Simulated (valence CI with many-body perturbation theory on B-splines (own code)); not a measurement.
## Level structure of Zr7+

Calculated by configuration interaction combined with many-body perturbation theory (CI+MBPT): five valence electrons over a frozen Dirac-Fock core [Ar] 3d10, a basis of 11 s, 11 p, 10 d, 8 f, 5 g, 2 h functions for each j, with the one-electron correlation potential Σ1 (screened to all orders), the two-electron term Σ2, the three-electron term Σ3, Breit, model QED; selected single and double excitations, second order for the rest, scaled by the run's own slope (own B-spline code, finite nucleus).

No measured spectrum was set against this ion. As an estimate, levels hold to about 250 cm⁻¹ or 0.2 % of their energy and the worst to 1 %, as in measured heavy ions of charge 2 to 7; those with d or f electrons hold less well. Among the levels kept, up to 3100 cm⁻¹ of a level comes from second order outside the variational space, and about a tenth of that is noise between levels of different J, which matters for small intervals.

Levels 136 to 172 of 172, with energies above the lowest level, 4s2 4p3 4S°_3/2. "Leading %" is the weight of the configuration and term that name the level; weights of strongly mixed levels are sums over their largest components and can fall short. In the jj column 3d3/2^4 stands for four electrons in 3d with j = 3/2.

| No. | Configuration | Term | J | E (eV) | Leading % | Leading jj | g | Second component |
| --- | --- | --- | --- | --- | --- | --- | --- | --- |
| 136 | 4s2 4p2 5p | 2P° | 1/2 | 73.647 | 91 | 4s^2 4p1/2 4p3/2 5p3/2 (61 %) | 0.701 |  |
| 137 | 4s2 4p2 4f | 4G° | 11/2 | 73.852 | 59 | 4s^2 4p1/2 4p3/2 4f7/2 (54 %) | 1.245 | 21 % 4s2 4p 4d2 4G° |
| 138 | 4s2 4p2 4f | 2D° | 5/2 | 74.301 | 42 | 4s^2 4p1/2 4p3/2 4f5/2 (21 %) | 1.128 | 20 % 4s 4p3 4d 2D° |
| 139 | 4s 4p3 4d | 2D° | 5/2 | 74.531 | 60 | 4s 4p3/2^3 4d5/2 (43 %) | 1.180 | 10 % 4s2 4p2 4f 2D° |
| 140 | 4s2 4p2 5p | 2P° | 3/2 | 74.588 | 38 | 4s^2 4p3/2^2 5p3/2 (43 %) | 1.077 | 18 % 4s2 4p2 4f 2D° |
| 141 | 4s2 4p2 4f | 2G° | 7/2 | 74.593 | 41 | 4s^2 4p1/2^2 4f7/2 (27 %) | 1.001 | 13 % 4s 4p3 4d 2G° |
| 142 | 4s2 4p2 4f | 2H° | 9/2 | 74.670 | 38 | 4s^2 4p1/2 4p3/2 4f5/2 (45 %) | 0.998 | 26 % 4s2 4p2 4f 2G° |
| 143 | 4s2 4p2 5p | 2P° | 3/2 | 74.728 | 20 | 4s^2 4p3/2^2 5p3/2 (28 %) | 1.051 | 15 % 4s2 4p2 4f 2D° |
| 144 | 4s 4p3 4d | 2S° | 1/2 | 74.941 | 60 | 4s 4p1/2 4p3/2^2 4d3/2 (36 %) | 1.841 | 22 % 4s2 4p 4d2 2S° |
| 145 | 4s2 4p2 4f | 4D° | 7/2 | 75.265 | 23 | 4s^2 4p1/2 4p3/2 4f7/2 (43 %) | 1.251 | 19 % 4s2 4p2 4f 4F° |
| 146 | 4s 4p3 4d | 2P° | 3/2 | 75.405 | 40 | 4s 4p1/2 4p3/2^2 4d5/2 (28 %) | 1.280 | 18 % 4s2 4p 4d2 2P° |
| 147 | 4s2 4p2 4f | 4F° | 5/2 | 75.530 | 35 | 4s^2 4p1/2 4p3/2 4f7/2 (34 %) | 1.155 | 15 % 4s2 4p2 4f 4D° |
| 148 | 4s 4p3 4d | 2P° | 1/2 | 75.587 | 33 | 4s 4p3/2^3 4d3/2 (16 %) | 0.655 | 24 % 4s2 4p2 4f 2P° |
| 149 | 4s2 4p2 4f | 4F° | 3/2 | 75.850 | 42 | 4s^2 4p1/2 4p3/2 4f5/2 (38 %) | 0.802 | 9 % 4s2 4p2 4f 4D° |
| 150 | 4s2 4p2 4f | 4F° | 9/2 | 75.935 | 66 | 4s^2 4p1/2 4p3/2 4f7/2 (70 %) | 1.277 | 17 % 4s2 4p2 4f 2G° |
| 151 | 4s2 4p2 4f | 4F° | 7/2 | 76.052 | 38 | 4s^2 4p1/2 4p3/2 4f7/2 (29 %) | 1.223 | 12 % 4s2 4p2 4f 2F° |
| 152 | 4s2 4p2 4f | 4F° | 5/2 | 76.065 | 23 | 4s^2 4p1/2 4p3/2 4f5/2 (34 %) | 1.074 | 12 % 4s2 4p2 4f 4D° |
| 153 | 4s2 4p2 4f | 2H° | 11/2 | 76.088 | 61 | 4s^2 4p3/2^2 4f7/2 (45 %) | 1.121 | 19 % 4s2 4p 4d2 2H° |
| 154 | 4s2 4p2 5p | 2P° | 1/2 | 76.148 | 68 | 4s^2 4p3/2^2 5p1/2 (62 %) | 0.663 | 8 % 4s 4p3 4d 2P° |
| 155 | 4s2 4p2 4f | 4F° | 3/2 | 76.265 | 25 | 4s^2 4p1/2 4p3/2 4f5/2 (44 %) | 0.877 | 9 % 4s2 4p2 4f 2D° |
| 156 | 4s2 4p2 4f | 2G° | 9/2 | 76.328 | 32 | 4s^2 4p3/2^2 4f5/2 (54 %) | 1.040 | 26 % 4s2 4p2 4f 2H° |
| 157 | 4s2 4p2 4f | 4D° | 1/2 | 76.552 | 46 | 4s^2 4p3/2^2 4f5/2 (25 %) | 0.054 | 23 % 4s2 4p 4d2 4D° |
| 158 | 4s2 4p2 5p | 2P° | 3/2 | 76.554 | 53 | 4s^2 4p3/2^2 5p3/2 (51 %) | 1.287 | 13 % 4s 4p3 4d 2P° |
| 159 | 4s2 4p2 5p | 2P° | 3/2 | 76.588 | 27 | 4s^2 4p3/2^2 5p3/2 (25 %) | 1.245 | 20 % 4s 4p3 4d 2P° |
| 160 | 4s2 4p2 4f | 2G° | 7/2 | 76.716 | 29 | 4s^2 4p1/2 4p3/2 4f5/2 (39 %) | 1.034 | 15 % 4s2 4p2 4f 2F° |
| 161 | 4s2 4p2 4f | 2F° | 5/2 | 76.861 | 31 | 4s^2 4p1/2 4p3/2 4f7/2 (20 %) | 0.910 | 19 % 4s 4p3 4d 2F° |
| 162 | 4s 4p3 4d | 2P° | 1/2 | 77.096 | 50 | 4s 4p3/2^3 4d5/2 (34 %) | 0.731 | 13 % 4s2 4p 4d2 2P° |
| 163 | 4s2 4p2 4f | 2F° | 5/2 | 77.386 | 15 | 4s^2 4p3/2^2 4f5/2 (33 %) | 0.884 | 15 % 4s2 4p 4d2 2F° |
| 164 | 4s2 4p 4d2 | 4G° | 5/2 | 77.528 | 35 | 4s^2 4p1/2 4p3/2 4f5/2 (22 %) | 0.731 | 25 % 4s2 4p2 4f 2F° |
| 165 | 4s2 4p 4d2 | 4G° | 7/2 | 77.581 | 38 | 4s^2 4p1/2 4p3/2 4f5/2 (27 %) | 1.012 | 16 % 4s2 4p2 4f 2G° |
| 166 | 4s2 4p 4d2 | 2D° | 3/2 | 77.613 | 32 | 4s^2 4p3/2^2 4f5/2 (28 %) | 0.853 | 21 % 4s2 4p2 4f 2D° |
| 167 | 4s2 4p2 4f | 2G° | 9/2 | 77.967 | 44 | 4s^2 4p3/2^2 4f7/2 (32 %) | 1.148 | 21 % 4s2 4p 4d2 4G° |
| 168 | 4s2 4p2 4f | 4F° | 7/2 | 78.144 | 13 | 4s^2 4p3/2^2 4f7/2 (30 %) | 1.125 | 13 % 4s2 4p 4d2 2F° |
| 169 | 4s2 4p 4d2 | 2D° | 5/2 | 78.366 | 23 | 4s^2 4p3/2^2 4f7/2 (34 %) | 1.141 | 19 % 4s2 4p2 4f 2D° |
| 170 | 4s2 4p2 4f | 2F° | 7/2 | 78.412 | 33 | 4s^2 4p3/2^2 4f7/2 (29 %) | 1.064 | 16 % 4s2 4p2 4f 2G° |
| 171 | 4s 4p3 5s | 6S° | 5/2 | 78.432 | 95 | 4s 4p1/2 4p3/2^2 5s (50 %) | 1.990 |  |
| 172 | 4s2 4p 4d2 | 4G° | 9/2 | 78.770 | 36 | 4s^2 4p3/2^2 4f7/2 (37 %) | 1.178 | 21 % 4s2 4p2 4f 4G° |

Names give the largest LS component (configuration and term), which can be under half, so a name can repeat, a term be missing and a line seem to break the LS rules; names also repeat where a configuration has a term twice.

Where two levels of one J and parity lie close, their mixing, g and order are uncertain.
